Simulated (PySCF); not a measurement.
From computed data to an observable: chemical shift, span and skew from a shielding tensor

C2H6ClFSi, SMILES F[C@@H](Cl)C[SiH3]. Atoms are numbered in the order given.

```xyz
11

F     -1.1127    -1.3795     0.3633
C     -0.9768    -0.2678    -0.4227
Cl    -1.1136     1.2120     0.6238
C      0.3534    -0.2923    -1.1470
Si     1.9093    -0.2329    -0.0322
H     -1.8504    -0.2196    -1.1062
H      0.3988     0.5573    -1.8591
H      0.3877    -1.2235    -1.7532
H      1.7645    -1.1547     1.1429
H      3.0706    -0.6908    -0.8730
H      2.1842     1.1637     0.4425
```
Charge 0, spin multiplicity 1.

Geometry: PBE-D3(BJ)/def2-SVP. The structure was generated by enumeration; whether it is a known compound was not checked. Other conformers were not sampled.

GIAO shieldings from PySCF with PBE/pcSseg-1, non-relativistic, no solvent. The symmetric part of the tensor of Si5 has the principal values 394.2, 399.7, 445.9 ppm. The same nucleus in TMS has σ = 335.4 ppm at this level (PySCF, at its B3LYP-D3(BJ)/def2-TZVP geometry). Without spin–orbit terms, shifts of atoms bonded to Cl or Br come out too high.

Problem. Work out the isotropic shielding, the ²⁹Si shift against TMS, the span and the skew.

Solution. 
σ(iso) = (σ11 + σ22 + σ33)/3 = 413.3 ppm. δ = σ(ref) − σ(iso) = 335.4 − (413.3) = -77.9 ppm.
Span Ω = σ33 − σ11 = 51.7 ppm. Skew κ = 3(σ(iso) − σ22)/Ω = 0.79. Tumbling in solution averages the tensor to δ; in a static solid the shielding alone would spread this spin-1/2 line over Ω.
